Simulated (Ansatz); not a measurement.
Geometry optimisation, RKS BLYP-D4/def2-SVP in Ansatz.

Input file:

```yaml
crystal:
  periodic: [false, false, false]
  atoms:
    - { symbol: W, position_ang: [0.0, 0.0, 0.0] }
    - { symbol: F, position_ang: [0.0, 0.0, 2.2] }
    - { symbol: F, position_ang: [1.85, 0.0, 0.0] }
    - { symbol: F, position_ang: [0.0, 1.85, 0.0] }
    - { symbol: F, position_ang: [-1.85, 0.0, 0.0] }
    - { symbol: F, position_ang: [0.0, -1.85, 0.0] }
    - { symbol: F, position_ang: [0.0, 0.0, -1.85] }
    - { symbol: S, position_ang: [1.7875, 1.8621, 0.8577] }
    - { symbol: H, position_ang: [2.8002, 1.2341, 1.5926] }
    - { symbol: H, position_ang: [0.8719, 0.9082, 2.0512] }
basis:
  gaussian: { orbitals: def2-SVP }
hamiltonian:
  xc: blyp
  dispersion: d4
relax:
  f_tol: 0.15
  max_steps: 25
  restrain:
    - { distance: [0, 7], at: 3.62, k: 30.0 }
    - { distance: [9, 1], at: 2.12, k: 30.0 }
    - { distance: [0, 1], at: 1.85, k: 30.0 }
    - { distance: [9, 7], at: 1.4, k: 30.0 }
output:
  orbitals: {}
```

Run as:

```bash
$ ansatz run input.yaml --threads 4 --pin off --max-ram 5120MiB --backend cpu --events-out ev --progress --plain --runs-dir out
```

**Question.** Where does it end, and by what steps?

**Answer.** It converged. The restraints hold the end off the free minimum. After 7 steps the energy has fallen by 5.589 eV (the restraints' own energy left out); S8 moved furthest, 0.78 Å. Parted: W1–S8 (2.72 → 3.64 Å). Joined: S8–H10 (1.78 → 1.38 Å).

| step | energy less start (eV) | largest force component (eV/Å) | accepted |
| --- | --- | --- | --- |
| 0 | 0.0000 | 6.735 | yes |
| 1 | -1.9558 | 4.706 | yes |
| 2 | -3.2867 | 4.782 | yes |
| 3 | -4.4838 | 3.887 | yes |
| 4 | -5.3264 | 0.977 | yes |
| 5 | -5.5515 | 0.986 | yes |
| 6 | -5.5796 | 0.807 | yes |
| 7 | -5.5887 | 0.695 | yes |

```xyz
10
Properties=species:S:1:pos:R:3
W -0.154 -0.146 -0.131
F -0.014 -0.086 1.728
F 1.700 -0.251 -0.303
F -0.187 1.718 -0.218
F -2.023 -0.148 0.015
F -0.220 -2.019 -0.046
F -0.307 -0.218 -1.994
S 2.150 2.167 1.483
H 3.225 1.503 1.998
H 1.288 1.484 2.322
```

Time of the run: 24 s on 4 threads of Arm Neoverse V2 (shared host), peak memory 0.22 GiB.
